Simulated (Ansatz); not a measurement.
Input and output for the cluster Hg₂O₂ (the lowest singlet isomer of a short search).

```yaml
crystal:
  periodic: [false, false, false]
  atoms:
    - {symbol: Hg, position_ang: [-1.845614, 0.162996, -0.969755]}
    - {symbol: Hg, position_ang: [1.845672, -0.163140, 0.969564]}
    - {symbol: O, position_ang: [0.373867, 0.145121, -0.687578]}
    - {symbol: O, position_ang: [-0.373925, -0.144977, 0.687769]}
basis:
  gaussian: {orbitals: def2-SVPD}
magnetization: {spin_polarized: true, initial_magnetization: 0}
hamiltonian: {xc: {name: SVWN5}}
output: {forces: true}
```

```sh
$ ansatz run in.yaml --threads 4 --pin off --events-out ev --progress --plain --max-ram 3916MiB
```

It prints (some lines left out):

```
Functional definition: SVWN5
  name "SVWN5"
  cite "Dirac, Proc. Camb. Phil. Soc. 26, 376 (1930) doi:10.1017/S0305004100016108"
  cite "Slater, Phys. Rev. 81, 385 (1951) doi:10.1103/PhysRev.81.385"
  cite "Vosko, Wilk & Nusair, Can. J. Phys. 58, 1200 (1980) doi:10.1139/p80-159"
  exchange = slater_x
  correlation = vwn5_c
1016 factors; their error is unknown
mean field evaluation 1: about -12390.0264 eV, gradient 4.5e1 eV
mean field evaluation 2: about -12220.1529 eV, gradient 1.8e2 eV
mean field evaluation 4: about -12385.4681 eV, gradient 4.5e1 eV
mean field evaluation 8: about -12388.4230 eV, gradient 3.6e1 eV
mean field evaluation 16: about -12398.9415 eV, gradient 3.0e-2 eV
mean field evaluation 32: about -12399.0093 eV, gradient 9.4e-2 eV
mean field evaluation 64: about -12397.3277 eV, gradient 1.3e1 eV
mean field evaluation 96: about -12398.7177 eV, gradient 3.0e0 eV
mean field -12399.01113918 eV, -455.6552550133 hartree, gradient 3.6e-6 eV, S^2 0.413106; 10 other end points of the search recorded, 0 dependent functions left out
the calculation of the forces begins
reference -12399.01117222 eV, -455.6552562276 hartree; 28, 28 occupied and 88, 88 virtual orbitals, 1016 factors
Total energy: -12399.01117222 eV, -455.6552562276 hartree
Atom 0 at    -1.845614     0.162996    -0.969755 Å, force    -0.566897     0.049945    -0.297102 eV/Å
Atom 1 at     1.845672    -0.163140     0.969564 Å, force     0.567220    -0.050003     0.297472 eV/Å
Atom 2 at     0.373867     0.145121    -0.687578 Å, force    -0.370366    -0.144217     0.683822 eV/Å
Atom 3 at    -0.373925    -0.144977     0.687769 Å, force     0.370043     0.144275    -0.684192 eV/Å
Dipole moment:     0.000074    -0.000086    -0.000094 e Å
```

Run time 3.2 s (4 threads of AMD EPYC 9R45 on a shared host).

In the def2 sets Hg takes a core potential; there is no spin–orbit coupling. The unrestricted singlet has broken spin symmetry (⟨S²⟩ up to 0.41).
